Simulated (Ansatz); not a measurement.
Computed with Ansatz on PBE0-D4/def2-TZVP structures; ΔE is electronic, products minus reactants. CCSD(T)/CBS is the MP2 limit (def2-TZVPP, def2-QZVPP) plus CCSD(T) − MP2 in def2-TZVPP, frozen cores. This one scheme is used for every species. DFT in def2-TZVPP. Elements past krypton have def2 core potentials. For In outer-core shells are correlated without core-valence functions, which leaves a few kJ/mol of doubt a bond.

Reaction (hydrogenolysis of the In–Si bond): `[CH3][In]([CH3])[SiH3]` + H₂ → `[CH3][InH][CH3]` + SiH₄

| species | r2SCAN0 energy (Eh) |
| --- | --- |
| `[CH3][In]([CH3])[SiH3]` | -561.22636 |
| H₂ | -1.17054 |
| `[CH3][InH][CH3]` | -270.54120 |
| SiH₄ | -291.85162 |

(1) Work out ΔE.

Largest T1 diagnostic among the species: 0.012.

Answers

(1) ΔE = (-270.54120) + (-291.85162) − (-561.22636) − (-1.17054) = 0.00408 Eh = +10.7 kJ/mol. CCSD(T)/CBS gives +13.8 kJ/mol.

Leaving LDA and LC-ωPBE aside and taking each functional with its dispersion term where it has one, the values, not all of them listed here, spread over 20.7 kJ/mol, from CAM-B3LYP-D4 to PBE-D4. From r2SCAN to r2SCAN0 (25 % exact exchange), in def2-TZVPP and without D4, ΔE moves by −3.5 kJ/mol.
